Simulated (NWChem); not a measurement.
Correlation energy of Sb

SMILES: [Sb]
```xyz
1

Sb     0.0000     0.0000     0.0000
```
Charge 0, spin multiplicity 4.

The numbers come from NWChem runs, not from measurements.

Basis set: def2-SVP. Each correlation energy counts from its own Hartree-Fock reference.

| method | correlation energy (mHa) |
|---|---|
| CCSD[T] on UHF | -79.1 |
| CCSD(T) on UHF | -79.1 |
| CCSD[T] on ROHF | -80.7 |
| CCSD on UHF | -77.9 |
| SCS-UMP2 | -60.8 |
| CCSDT on ROHF | -80.7 |
| CCSD on ROHF | -79.4 |
| UMP2 | -65.3 |
| CCSD(T) on ROHF | -80.7 |

The values span 19.9 mHa, from CCSDT on ROHF (lowest) to SCS-UMP2 (highest). 

Effective core potentials replace the inner electrons of Sb; spin-orbit coupling is left out. The correlated methods keep 4 core orbitals frozen. No SCF solution was tested for a lower state. Open-shell Hartree-Fock references start from PBE0 orbitals. No row is a measurement; the coupled-cluster row has its own basis-set and correlation limits.
